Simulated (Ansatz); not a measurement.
Job for Ansatz (a quantum-chemistry and plane-wave program): U-CCSD(T)/def2-SVP on CH4OPb (SMILES C[O][PbH]), a point of a bond scan (R = 2.066 Å). Elements past Kr take the def2 small-core potentials; no spin–orbit coupling. The run froze 11 orbitals, filled d shells among them.

Ansatz 0.2 input:
```yaml
crystal:
  periodic: [false, false, false]
  atoms:
    - {symbol: Pb, position_ang: [-0.18088400, -0.24647814, 0.34040536]}
    - {symbol: H, position_ang: [-1.33270794, -0.79137369, -1.28604162]}
    - {symbol: O, position_ang: [1.00528976, 1.06933301, -0.77910563]}
    - {symbol: C, position_ang: [0.89711151, 1.34866124, -2.15568911]}
    - {symbol: H, position_ang: [0.71053154, 2.41844853, -2.30633806]}
    - {symbol: H, position_ang: [1.83700100, 1.10003060, -2.66238683]}
    - {symbol: H, position_ang: [0.08796474, 0.78793494, -2.63935184]}
basis:
  gaussian:
    orbitals: def2-SVP
correlation: {method: ccsd_t, electrons: outside_noble_gas}
scf: {omitted_lower_state_checks: [cluster_reference]}
magnetization: {spin_polarized: true, initial_magnetization: 0}
```

### Question
What total energy does the run end on?

### Answer
-307.2075 hartree (reference determinant -306.7616, T1 diagnostic 0.025).

### Question
How many basis functions does it have, and what does it roughly cost on one machine?

### Answer
74 functions; roughly 6 core-seconds.
